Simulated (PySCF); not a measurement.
## Electron correlation in Be (beryllium, neutral)

[He] 2s1 2p1, high-spin 3P determinant (an excited configuration). All numbers are calculated (PySCF 2.14, the spin-free X2C one-electron Hamiltonian (Gaussian nucleus), in aug-cc-pCVQZ-DK (9s8p6d4f2g, 109 functions)). Frozen: 1s2; 2 electrons correlated.

Total MP2 correlation energy: -2.91 mhartree.

Same-spin part -2.91 and opposite-spin part 0.00 mhartree; SCS-MP2 scales them by 1/3 and 6/5 to -0.97 mhartree.
